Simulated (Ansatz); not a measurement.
CH₃I₂In, SMILES `[CH3][In]([I])[I]`, relaxed with RKS PBE0-D4/def2-TZVP in Ansatz from a GFN2-xTB geometry. The force threshold is 0.005 eV/Å; the program also tests the step.

Charge 0, multiplicity 1. In, I takes the def2 core potential.

Start:

```xyz
7

C    -0.846    0.722   -0.498
In    0.701   -0.599    0.414
I     2.875    0.402    1.689
I     0.519   -3.302    0.319
H    -1.794    0.189   -0.500
H    -0.912    1.633    0.093
H    -0.543    0.956   -1.516
```

Q: By how much does the energy fall, and how many steps does the optimiser take? (Estimate.)

A: Computed: 1.71 kcal/mol, in 5 steps, 1 of them rejected.

Q: Which bonds change most? (Estimate.)

A: Computed: C1–In2 from 2.229 to 2.136 Å; In2–I3 from 2.712 to 2.659 Å; In2–I4 from 2.711 to 2.659 Å; C1–H7 from 1.088 to 1.091 Å.

Q: Give the relaxed structure. (An estimate is asked.)

A: Ansatz gave: 
```xyz
7

C    -0.820    0.697   -0.477
In    0.662   -0.569    0.397
I     2.813    0.371    1.648
I     0.530   -3.224    0.320
H    -1.776    0.176   -0.492
H    -0.893    1.617    0.101
H    -0.515    0.931   -1.497
```
